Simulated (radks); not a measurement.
Results of a calculation; reference values are marked as such.
All-electron atom: Te+ in [Kr] 4d9 5s2 5p3 6p1 (not the ground configuration). Level of theory: scalar-relativistic Kohn-Sham, XLYP, spin-unpolarised, spherical densities, finite nucleus; Fermi nuclear charge, rms radius 4.7423 fm (a radial shooting solver on a logarithmic mesh with Libxc functionals).

X-ray form factor f0, the Fourier transform of the density (f0(0) = 51):

sin(theta)/lambda (1/angstrom)  f0 (electrons)
0.05                                    49.689
0.1                                     47.129
0.15                                    44.329
0.2                                     41.376
0.25                                    38.499
0.3                                     35.854
0.4                                     31.280
0.5                                     27.463
0.6                                     24.315
0.8                                     19.840
1                                       16.969
1.25                                    14.193
1.5                                     11.704
2                                        7.918
